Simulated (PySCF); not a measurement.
A species of formula C3H8GeS has this rotational fingerprint, computed with PBE0-D3(BJ)/def2-SVP geometry optimisation, gas phase in PySCF 2.14.0:

| Property | Result |
| --- | --- |
| Rotational constants | A = 4104, B = 1856, C = 1490 MHz |
| Dipole components | \|μa\| = 0.59 D, \|μb\| = 1.26 D, \|μc\| = 0.67 D |
| Inertial defect | -56.41 u·Å² |
| κ | -0.72 |

**Question.** Which structure is it? (One computed conformer of each.)
A. `[CH2:1]=[CH:2][CH2:3][GeH2:4][SH:5]` with C1–C2–C3–Ge4 -99°, C2–C3–Ge4–S5 58°, C3–Ge4–S5–H -41°
B. `[SH:1][C@@H:2]1[CH2:3][CH2:4][GeH2:5]1` with H–S1–C2–C3 -63°, S1–C2–C3–C4 -85°, C2–C3–C4–Ge5 -23°, C3–C4–Ge5–C2 18°, S1–C2–Ge5–C4 97°

**Answer.** B. It is S[C@@H]1C[CH2][GeH2]1, an asymmetric top, point group C1. The candidates at the same level (rigid rotor, commonest isotopes):

```json
{"SMILES": "S[C@@H]1C[CH2][GeH2]1", "A (MHz)": "4104", "B (MHz)": "1856", "C (MHz)": "1490", "μa (D)": "0.59", "μb (D)": "1.26", "μc (D)": "0.67", "Δ (u·Å²)": "-56.41", "point group": "C1", "rotor": "asymmetric top"}
{"SMILES": "C=C[CH2][GeH2][SH]", "A (MHz)": "3163", "B (MHz)": "1851", "C (MHz)": "1249", "μa (D)": "1.46", "μb (D)": "1.36", "μc (D)": "0.14", "Δ (u·Å²)": "-28.19", "point group": "C1", "rotor": "asymmetric top"}
```

`C=C[CH2][GeH2][SH]` has A 23 % too low. No structure here is proved a minimum.
